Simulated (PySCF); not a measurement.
These compounds are isomers of formula C₆H₅F₃NP.

A. `C(c1pcc(C)nc1)(F)(F)F`
B. SMILES Cc1ncc(C(F)(F)F)cp1
C. SMILES C1(C(F)(F)F)=PC=CC(C)=N1
D. SMILES Cc1pccnc1C(F)(F)F

Spectrum 1. ¹H NMR (300 MHz, computed): δ 9.72 (m, 1H), 7.82 (m, 1H), 3.00 (s, 3H). ¹³C{¹H} NMR (computed): δ 193.5 (C), 175.7 (CH), 163.3 (C), 131.1 (C), 130.3 (CH), 29.4 (CH3).

Spectrum 2. ¹H NMR (300 MHz, computed): δ 9.32 (m, 1H), 9.07 (m, 1H), 3.30 (m, 3H). ¹³C{¹H} NMR (computed): δ 173.4 (C), 161.9 (CH), 153.7 (CH), 153.3 (C), 132.0 (C), 24.5 (CH3).

Spectrum 3. ¹H NMR (300 MHz, computed): δ 10.07 (m, 1H), 9.31 (m, 1H), 3.34 (m, 3H). ¹³C{¹H} NMR (computed): δ 208.9 (C), 176.5 (CH), 148.7 (CH), 133.6 (C), 128.1 (C), 34.6 (CH3).

Spectrum 4. ¹H NMR (300 MHz, computed): δ 9.63 (m, 1H), 8.95 (m, 1H), 3.01 (s, 3H). ¹³C{¹H} NMR (computed): δ 168.4 (C), 158.0 (CH), 157.3 (C), 155.1 (CH), 135.3 (C), 30.5 (CH3).

[PySCF 2.14: structure optimised with GFN2-xTB; PBE0/pcSseg-1 with gauge-including orbitals; fast rotation and ring inversion assumed for equivalent nuclei; single conformer; non-relativistic Hamiltonian; gas phase]

References, each an isolated molecule treated in the same way: ¹H (σref 31.72) and ¹³C (σref 186.93) against TMS. Splittings of carbon signals by F and P are missing where no couplings were computed. Where no couplings were computed, multiplicities follow the n + 1 count of equivalent neighbours, and m marks all less simple cases (inequivalent or close neighbours, rings, F or P nearby). Shifts are as computed. Against solution values, carbons near 30 ppm lie about +3 ppm off and those near 130 ppm about +5 ppm. Of 1211 compounds with measured shifts, 218 miss one by over three times the rms of a fit or turn the order of signals round; such compounds aren't used in these exercises.

Match each spectrum to its structure.

Answers

1–C, 2–D, 3–B, 4–A.

- Spectrum 1 (C): 6 ¹³C signals; δC 131.1 is a CF3 carbon; δC 130.3 is an aromatic CH.
- Spectrum 2 (D): 6 ¹³C signals; δC 153.7 is an aromatic CH next to a ring nitrogen; δC 132.0 is a CF3 carbon.
- Spectrum 3 (B): 6 ¹³C signals; δC 148.7 is an aromatic CH next to a ring nitrogen; δC 133.6 is a CF3 carbon.
- Spectrum 4 (A): 6 ¹³C signals; δC 158.0 is an aromatic CH next to a ring nitrogen; δC 135.3 is a CF3 carbon.
